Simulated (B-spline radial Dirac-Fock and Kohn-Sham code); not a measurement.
**Auger parameter of zirconium: the L3 level and its strongest L3-MM line**

Calculated with a B-spline atomic structure program, using relaxed Dirac-Fock hole states (ΔSCF) with Breit and QED corrections and a finite nucleus. The modified Auger parameter α′ is the binding energy plus the kinetic energy of the Auger electron; it does not depend on the energy zero. For free ions it tends to fall with charge, since less charge screens the final holes.

| species | configuration | binding 2p3/2 (eV) | Auger line | kinetic (eV) | α′ (eV) |
| --- | --- | --- | --- | --- | --- |
| Zr | [Kr] 4d2 5s2 | 2232.6 | M4M5 J=4 | 1817.4 | 4050.0 |
| Zr⁺ | [Kr] 4d2 5s1 | 2240.0 | M4M5 J=4 | 1808.5 | 4048.5 |
| Zr⁺ | [Kr] 4d1 5s2 | 2244.5 | M4M5 J=4 | 1803.4 | 4047.9 |
| Zr⁺ | [Kr] 4d2 5p1 | 2241.3 | M4M5 J=4 | 1807.3 | 4048.6 |
| Zr⁺ (Watson 1.8 Å) | [Kr] 4d2 5s1 | 2232.8 | M4M5 J=4 | 1816.2 | 4049.0 |
| Zr²⁺ | [Kr] 4d2 | 2248.7 | M4M5 J=4 | 1798.6 | 4047.3 |
| Zr²⁺ (Watson 1.6 Å) | [Kr] 4d2 | 2231.5 | M4M5 J=4 | 1816.4 | 4047.9 |
| Zr²⁺ (Watson 2.4 Å) | [Kr] 4d2 | 2236.7 | M4M5 J=4 | 1810.6 | 4047.3 |
| Zr³⁺ | [Kr] 4d1 | 2263.3 | M4M5 J=4 | 1782.5 | 4045.8 |
| Zr⁴⁺ | [Ar] 3d10 4s2 4p6 | 2279.8 | M4M5 J=4 | 1765.1 | 4044.9 |
| Zr⁴⁺ (Watson 2.7 Å) | [Ar] 3d10 4s2 4p6 | 2258.4 | M4M5 J=4 | 1786.4 | 4044.9 |
| Zr⁴⁺ (Watson 3 Å) | [Ar] 3d10 4s2 4p6 | 2260.6 | M4M5 J=4 | 1784.3 | 4044.9 |
| Zr⁷⁺ | [Ar] 3d10 4s2 4p3 | 2346.7 | M4M5 J=4 | 1699.9 | 4046.7 |
| Zr⁸⁺ | [Ar] 3d10 4s2 4p2 | 2371.2 | M4M5 J=4 | 1676.8 | 4048.0 |
